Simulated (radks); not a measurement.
The mean radii <r> (bohr) of the occupied orbitals of an atom or ion are listed with their occupations. Method: Dirac Kohn-Sham, LDA (Slater exchange, Perdew-Wang correlation), spin-unpolarised, spherical densities, finite nucleus; Fermi nuclear charge, rms radius of each element as measured or else 0.836 A^(1/3) + 0.57 fm; computed with a radial shooting solver on a logarithmic mesh with Libxc functionals.

| orbital | occ. | <r> |
|---|---|---|
| 1s1/2 | 2 | 0.03043 |
| 2s1/2 | 2 | 0.1314 |
| 2p1/2 | 2 | 0.1113 |
| 2p3/2 | 4 | 0.1164 |
| 3s1/2 | 2 | 0.3587 |
| 3p1/2 | 2 | 0.3499 |
| 3p3/2 | 4 | 0.3609 |
| 3d3/2 | 4 | 0.3329 |
| 3d5/2 | 6 | 0.3364 |
| 4s1/2 | 2 | 0.8787 |
| 4p1/2 | 2 | 0.9385 |
| 4p3/2 | 4 | 0.9701 |
| 4d3/2 | 4 | 1.264 |
| 4d5/2 | 6 | 1.283 |
| 5s1/2 | 1 | 2.621 |

Name the element and its charge. Open shells, if any, are shared by 2j + 1.

Answer. Z = 48, cadmium, charge +1: Cd+ in [Kr] 4d10 5s1. The 1s radius gives Z: for a bare nucleus <r> = (2 gamma + 1)/(2Z) with gamma = sqrt(1 - (Z/c)^2), 0.02993 bohr for Z = 48, and screening makes it slightly larger (0.03043 here). The occupations add up to 47, and the charge is Z minus that.
